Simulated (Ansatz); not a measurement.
BClH₆NSi₂, SMILES `BN([SiH2])[SiH2]Cl` radical, relaxed with UKS PBE0-D4/def2-TZVP in Ansatz from a PBE-D4/def2-SVP geometry. The force threshold is 0.005 eV/Å; the program also tests the step.

Total charge 0; spin multiplicity 2.

Start:

```xyz
11

B     0.956   -1.378    0.041
N     0.201   -0.180    0.214
Si    0.904    1.185    1.140
Si   -1.435   -0.043   -0.464
Cl   -1.405    1.239   -2.102
H     0.489   -2.305   -0.596
H     2.067   -1.459    0.538
H     0.103    2.420    0.805
H     2.354    1.349    0.768
H    -1.894   -1.394   -0.906
H    -2.340    0.566    0.563
```

**Question.** How much energy does the relaxation release, and in how many steps? (An estimate is asked.)

**Answer.** Ansatz gave: 1.53 kcal/mol, in 11 steps, 1 of them rejected.

**Question.** Which bonds change most? (An estimate is asked.)

**Answer.** Computed: N2–Si4 from 1.776 to 1.739 Å; N2–Si3 from 1.794 to 1.759 Å; Si4–Cl5 from 2.080 to 2.052 Å; B1–H7 from 1.220 to 1.199 Å.

**Question.** Give the relaxed structure. (An estimate is asked.)

**Answer.** The calculation gave: 
```xyz
11

B     0.956   -1.346    0.004
N     0.192   -0.174    0.218
Si    0.882    1.141    1.162
Si   -1.408   -0.036   -0.451
Cl   -1.368    1.092   -2.165
H     0.502   -2.242   -0.648
H     2.052   -1.428    0.485
H     0.079    2.366    0.889
H     2.308    1.332    0.785
H    -1.917   -1.379   -0.791
H    -2.277    0.675    0.512
```
